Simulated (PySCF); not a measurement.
C5H6Si, SMILES C#C[SiH2]C#CC.

Coordinates come from a B3LYP-D3(BJ)/def2-SVP optimisation. The structure was generated by enumeration, and PubChem lists no compound with its InChIKey, so it may never have been made.

All values below come from PBE/def2-TZVP run with PySCF.

| Property | Result |
|---|---|
| total energy | -483.18807 hartree |
| highest occupied level | -6.55 eV |
| lowest empty level | -1.19 eV |
| orbital gap | 5.36 eV |
| dipole moment | 1.73 D |
| quadrupole, principal values (traceless, Buckingham form, about the centre of nuclear charge) | -8.48, -2.42, 10.90 D·Å |
| mean static polarisability | 85.2 bohr³ (12.63 Å³) |
| polarisability, principal values | 57.4, 78.5, 119.8 bohr³ |
